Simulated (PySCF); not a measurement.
Two-component Hartree-Fock for Yb²⁹⁺ (ytterbium, charge +29)

Start: [Kr] 4d5; 4d3/2 filled at m_j = -3/2, -1/2, +1/2, +3/2; 4d5/2 filled at m_j = +5/2. Calculated with PySCF 2.14 in an uncontracted even-tempered set (17 s from 2.6 bohr⁻², ratio 2.8; 14 p from 3.4 bohr⁻², ratio 2.8; 9 d from 3.4 bohr⁻², ratio 2.8; 3 f from 14 bohr⁻², ratio 3): generalised Hartree-Fock with the X2C-1e Hamiltonian and a Gaussian nucleus; one run each with spin-orbit coupling (SO) switched off, then screened by Boettger's factors.

| spinor shell | electrons | ε, spin-free (eV) | ε, screened SO (eV) | weight of nominal j (screened SO) | rms radius, screened SO (bohr) |
| --- | --- | --- | --- | --- | --- |
| 1s1/2 | 2 | -62705.7 | -62689.4 | 1.000 | 0.0223 |
| 2s1/2 | 2 | -11641.1 | -11635.4 | 1.000 | 0.0902 |
| 2p1/2 | 2 | -10384.4 | -11129.3 | 1.000 | 0.0769 |
| 2p3/2 | 4 | -10384.4 | -10074.0 | 1.000 | 0.0839 |
| 3s1/2 | 2 | -3486.7 | -3484.6 | 1.000 | 0.230 |
| 3p1/2 | 2 | -3100.9 | -3263.2 | 1.000 | 0.221 |
| 3p3/2 | 4 | -3100.9 | -3031.5 | 1.000 | 0.234 |
| 3d3/2 | 4 | -2630.6 | -2662.0 | 0.998 | 0.207 |
| 3d5/2 | 6 | -2630.6 | -2607.4 | 0.999 | 0.212 |
| 4s1/2 | 2 | -1442.5 | -1441.7 | 1.000 | 0.481 |
| 4p1/2 | 2 | -1295.7 | -1350.1 | 0.990 | 0.487 |
| 4d3/2 | 4 | -1126.2 | -1128.5 | 0.936 | 0.507 |
| 4d5/2 | 1 | -1126.2 | -1115.9 | 1.000 | 0.513 |

Question: Where does 4p3/2 lie, and what is the 4p spin-orbit splitting (screened SO)?

Answer: At -1271.6 eV, 78.454 eV above 4p1/2.

| quantity | spin-free | screened SO |
| --- | --- | --- |
| E (hartree) | -13629.41923 | -13643.07396 |
| M_J | 5/2 | 5/2 |
| ⟨J²⟩ | 8.750 | 8.760 |
| ⟨L²⟩ | 0.000 | 3.528 |
| ⟨S²⟩ | 8.750 | 4.343 |

Each row is a mean over spinors that exchange with the open shell spreads, by up to 21.089 eV (4p3/2).

Breit and QED terms are absent; they matter most for the inner s and p1/2 levels.

Densities and radii are taken from the X2C orbitals without a picture-change correction, which distorts them close to the nucleus.

Without spin-orbit coupling the j labels of p, d and f shells carry no meaning; the spin-free column gives the mean over the occupied spinors of each nl shell.
